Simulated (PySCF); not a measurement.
**Basis and Hamiltonian dependence of the excitation energy of Al²⁺**

Al²⁺ [Ne] 3s1 (2S) → Al²⁺ [Ne] 3d1 (2D). All values are computed (PySCF 2.14, energy differences of UHF-based or UKS calculations, no spin-orbit coupling). Values in eV.

```tsv
basis	Hamiltonian	functions	UHF	PBE	PBE0	CCSD(T) (valence and next inner shell)
aug-cc-pVDZ-DK	spin-free X2C	27	14.718	14.336	14.463	n/a
ANO-RCC-VTZP	spin-free X2C	34	14.335	13.811	13.958	14.448
aug-cc-pwCVDZ	non-relativistic	36	14.436	13.988	14.127	14.642
def2-TZVPPD	non-relativistic	48	14.125	13.675	13.811	14.303
dyall-av2z	non-relativistic	50	14.693	14.347	14.462	n/a
x2c-TZVPPall with one added diffuse shell each of s, p, d type	spin-free X2C	51	14.176	13.728	13.862	14.355
aug-cc-pV(T+d)Z with one added diffuse shell each of s, p, d, f type	non-relativistic	71	14.144	13.711	13.841	n/a
aug-cc-pwCVTZ	non-relativistic	75	14.120	13.687	13.816	14.331
def2-QZVPPD	non-relativistic	76	14.135	13.701	13.833	14.338
aug-cc-pVQZ-DK	spin-free X2C	84	14.316	13.953	14.069	n/a
dyall-av3z	non-relativistic	84	14.364	14.010	14.122	n/a
aug-cc-pV(Q+d)Z	non-relativistic	89	14.138	13.712	13.842	n/a
dyall-acv3z	non-relativistic	113	14.117	13.690	13.818	n/a
aug-cc-pV(Q+d)Z with one added diffuse shell each of s, p, d, f, g type	non-relativistic	114	14.138	13.712	13.842	n/a
```

Frozen in the all-electron rows: valence: [Ne]; valence and next inner shell: 1s2.

At UHF, aug-cc-pVDZ-DK, dyall-av2z lie more than 0.3 eV from the median of the rows with comparable relativity.
